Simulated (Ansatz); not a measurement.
## Molecular dynamics of Cl2GaH

input.yaml

```yaml
crystal:
  periodic: [false, false, false]
  atoms:
    - { symbol: Ga, position_ang: [0.0, 0.0, 0.017889] }
    - { symbol: H, position_ang: [0.0, 0.0, 1.576902] }
    - { symbol: Cl, position_ang: [1.820938, 0.0, -1.132396] }
    - { symbol: Cl, position_ang: [-1.820938, 0.0, -1.132396] }
basis:
  gaussian: { orbitals: def2-SVP }
hamiltonian:
  xc: pbe
md:
  timestep: 3.0
  n_steps: 40
  ensemble: nve
  temperature: 1500.0
  initial_velocities: maxwell_boltzmann
  seed: 355012
```

Run as:

```bash
$ ansatz run input.yaml --threads 1 --pin off --max-ram 2048MiB --backend cpu --events-out ev --progress --plain --runs-dir out
```

It starts from a relaxed structure.

Output, in part (step lines, the closing report, with atoms numbered from 0):

```
md step     0: t =     0.00 fs  T =  1500.0 K  F+E_penalty+E_count = -77409.57760931 eV  E_kin = 0.387780 eV  conserved = -77409.18982932 eV  (24 SCF iters)
md step     1: t =     3.00 fs  T =  1411.5 K  F+E_penalty+E_count = -77409.54694940 eV  E_kin = 0.364911 eV  conserved = -77409.18203793 eV  (23 SCF iters)
md step     2: t =     6.00 fs  T =  1342.2 K  F+E_penalty+E_count = -77409.53461045 eV  E_kin = 0.346982 eV  conserved = -77409.18762845 eV  (24 SCF iters)
md step     3: t =     9.00 fs  T =  1185.9 K  F+E_penalty+E_count = -77409.49215012 eV  E_kin = 0.306578 eV  conserved = -77409.18557227 eV  (24 SCF iters)
md step     4: t =    12.00 fs  T =   985.9 K  F+E_penalty+E_count = -77409.43637995 eV  E_kin = 0.254871 eV  conserved = -77409.18150873 eV  (24 SCF iters)
md step     5: t =    15.00 fs  T =   903.7 K  F+E_penalty+E_count = -77409.42051937 eV  E_kin = 0.233626 eV  conserved = -77409.18689363 eV  (23 SCF iters)
md step     6: t =    18.00 fs  T =   761.5 K  F+E_penalty+E_count = -77409.38010022 eV  E_kin = 0.196857 eV  conserved = -77409.18324319 eV  (24 SCF iters)
md step     7: t =    21.00 fs  T =   701.8 K  F+E_penalty+E_count = -77409.36420677 eV  E_kin = 0.181418 eV  conserved = -77409.18278842 eV  (24 SCF iters)
md step     8: t =    24.00 fs  T =   735.0 K  F+E_penalty+E_count = -77409.37714267 eV  E_kin = 0.190015 eV  conserved = -77409.18712764 eV  (24 SCF iters)
md step     9: t =    27.00 fs  T =   701.2 K  F+E_penalty+E_count = -77409.36290900 eV  E_kin = 0.181285 eV  conserved = -77409.18162450 eV  (24 SCF iters)
md step    10: t =    30.00 fs  T =   781.2 K  F+E_penalty+E_count = -77409.38691003 eV  E_kin = 0.201963 eV  conserved = -77409.18494689 eV  (24 SCF iters)
md step    11: t =    33.00 fs  T =   842.5 K  F+E_penalty+E_count = -77409.40548044 eV  E_kin = 0.217792 eV  conserved = -77409.18768836 eV  (24 SCF iters)
md step    12: t =    36.00 fs  T =   822.9 K  F+E_penalty+E_count = -77409.39388844 eV  E_kin = 0.212746 eV  conserved = -77409.18114281 eV  (24 SCF iters)
md step    13: t =    39.00 fs  T =   865.3 K  F+E_penalty+E_count = -77409.41266028 eV  E_kin = 0.223691 eV  conserved = -77409.18896903 eV  (24 SCF iters)
md step    14: t =    42.00 fs  T =   766.9 K  F+E_penalty+E_count = -77409.38245843 eV  E_kin = 0.198253 eV  conserved = -77409.18420529 eV  (24 SCF iters)
md step    15: t =    45.00 fs  T =   662.1 K  F+E_penalty+E_count = -77409.35437499 eV  E_kin = 0.171164 eV  conserved = -77409.18321089 eV  (24 SCF iters)
md step    16: t =    48.00 fs  T =   593.4 K  F+E_penalty+E_count = -77409.34205591 eV  E_kin = 0.153396 eV  conserved = -77409.18865991 eV  (23 SCF iters)
md step    17: t =    51.00 fs  T =   394.2 K  F+E_penalty+E_count = -77409.28365827 eV  E_kin = 0.101917 eV  conserved = -77409.18174129 eV  (23 SCF iters)
md step    18: t =    54.00 fs  T =   277.1 K  F+E_penalty+E_count = -77409.25699204 eV  E_kin = 0.071639 eV  conserved = -77409.18535295 eV  (24 SCF iters)
md step    19: t =    57.00 fs  T =   179.1 K  F+E_penalty+E_count = -77409.23167683 eV  E_kin = 0.046291 eV  conserved = -77409.18538551 eV  (24 SCF iters)
md step    20: t =    60.00 fs  T =    72.9 K  F+E_penalty+E_count = -77409.19953012 eV  E_kin = 0.018840 eV  conserved = -77409.18068988 eV  (25 SCF iters)
md step    21: t =    63.00 fs  T =   136.0 K  F+E_penalty+E_count = -77409.22042066 eV  E_kin = 0.035156 eV  conserved = -77409.18526478 eV  (24 SCF iters)
md step    22: t =    66.00 fs  T =   197.8 K  F+E_penalty+E_count = -77409.23633435 eV  E_kin = 0.051132 eV  conserved = -77409.18520239 eV  (24 SCF iters)
md step    23: t =    69.00 fs  T =   290.0 K  F+E_penalty+E_count = -77409.25652261 eV  E_kin = 0.074965 eV  conserved = -77409.18155746 eV  (24 SCF iters)
md step    24: t =    72.00 fs  T =   476.7 K  F+E_penalty+E_count = -77409.31196589 eV  E_kin = 0.123237 eV  conserved = -77409.18872933 eV  (24 SCF iters)
md step    25: t =    75.00 fs  T =   530.5 K  F+E_penalty+E_count = -77409.32071939 eV  E_kin = 0.137152 eV  conserved = -77409.18356710 eV  (24 SCF iters)
md step    26: t =    78.00 fs  T =   602.7 K  F+E_penalty+E_count = -77409.34023667 eV  E_kin = 0.155811 eV  conserved = -77409.18442568 eV  (23 SCF iters)
md step    27: t =    81.00 fs  T =   657.1 K  F+E_penalty+E_count = -77409.35896894 eV  E_kin = 0.169861 eV  conserved = -77409.18910831 eV  (24 SCF iters)
md step    28: t =    84.00 fs  T =   563.8 K  F+E_penalty+E_count = -77409.32703050 eV  E_kin = 0.145764 eV  conserved = -77409.18126611 eV  (23 SCF iters)
md step    29: t =    87.00 fs  T =   537.2 K  F+E_penalty+E_count = -77409.32601894 eV  E_kin = 0.138866 eV  conserved = -77409.18715343 eV  (24 SCF iters)
md step    30: t =    90.00 fs  T =   459.2 K  F+E_penalty+E_count = -77409.30334954 eV  E_kin = 0.118707 eV  conserved = -77409.18464212 eV  (24 SCF iters)
md step    31: t =    93.00 fs  T =   391.4 K  F+E_penalty+E_count = -77409.28223205 eV  E_kin = 0.101197 eV  conserved = -77409.18103544 eV  (25 SCF iters)
md step    32: t =    96.00 fs  T =   477.8 K  F+E_penalty+E_count = -77409.31009043 eV  E_kin = 0.123516 eV  conserved = -77409.18657426 eV  (23 SCF iters)
md step    33: t =    99.00 fs  T =   522.4 K  F+E_penalty+E_count = -77409.31868646 eV  E_kin = 0.135053 eV  conserved = -77409.18363303 eV  (24 SCF iters)
md step    34: t =   102.00 fs  T =   636.9 K  F+E_penalty+E_count = -77409.34773231 eV  E_kin = 0.164663 eV  conserved = -77409.18306954 eV  (24 SCF iters)
md step    35: t =   105.00 fs  T =   822.4 K  F+E_penalty+E_count = -77409.40045513 eV  E_kin = 0.212613 eV  conserved = -77409.18784167 eV  (24 SCF iters)
md step    36: t =   108.00 fs  T =   903.5 K  F+E_penalty+E_count = -77409.41594687 eV  E_kin = 0.233573 eV  conserved = -77409.18237369 eV  (24 SCF iters)
md step    37: t =   111.00 fs  T =  1055.0 K  F+E_penalty+E_count = -77409.45811584 eV  E_kin = 0.272727 eV  conserved = -77409.18538930 eV  (24 SCF iters)
md step    38: t =   114.00 fs  T =  1157.4 K  F+E_penalty+E_count = -77409.48730597 eV  E_kin = 0.299208 eV  conserved = -77409.18809805 eV  (24 SCF iters)
md step    39: t =   117.00 fs  T =  1160.3 K  F+E_penalty+E_count = -77409.48110238 eV  E_kin = 0.299973 eV  conserved = -77409.18112946 eV  (24 SCF iters)
md step    40: t =   120.00 fs  T =  1221.5 K  F+E_penalty+E_count = -77409.50485823 eV  E_kin = 0.315783 eV  conserved = -77409.18907504 eV  (24 SCF iters)
Total energy: -77409.50489207 eV, -2844.7468347366 hartree
Atom 0 at     0.017871    -0.006120    -0.022018 Å, force    -0.714849     0.158203    -0.448690 eV/Å
Atom 1 at     0.014681     0.095837     1.529655 Å, force    -0.024274    -0.058903     0.104181 eV/Å
Atom 2 at     1.904530     0.003307    -1.083065 Å, force    -0.275272    -0.048739    -0.043214 eV/Å
Atom 3 at    -1.940096     0.006005    -1.101896 Å, force     1.014395    -0.050561     0.387723 eV/Å
Dipole moment:     0.062254    -0.021656     0.298752 e Å
```

The run went to its last step. The conserved energy stayed within 2.3 meV per atom of its start (net change 0.19 meV per atom), so the integration is sound. A step of 3 fs is long for free X–H stretches (periods near 10 fs) and can bias their spread and the temperature. A run of 0.12 ps of so small a system gives no equilibrium averages.

The same pairs are bonded in the first frame and the last. Pairs count as bonded within 1.25 times the sum of covalent radii (0.12 Å more for H–H).

Last frame:

```xyz
4
Properties=species:S:1:pos:R:3
Ga 0.018 -0.006 -0.022
H 0.015 0.096 1.530
Cl 1.905 0.003 -1.083
Cl -1.940 0.006 -1.102
```

The run took 30 s on 1 thread of AMD EPYC 9R45 96-Core Processor (Zen 5) (shared host), peak memory 0.14 GiB.
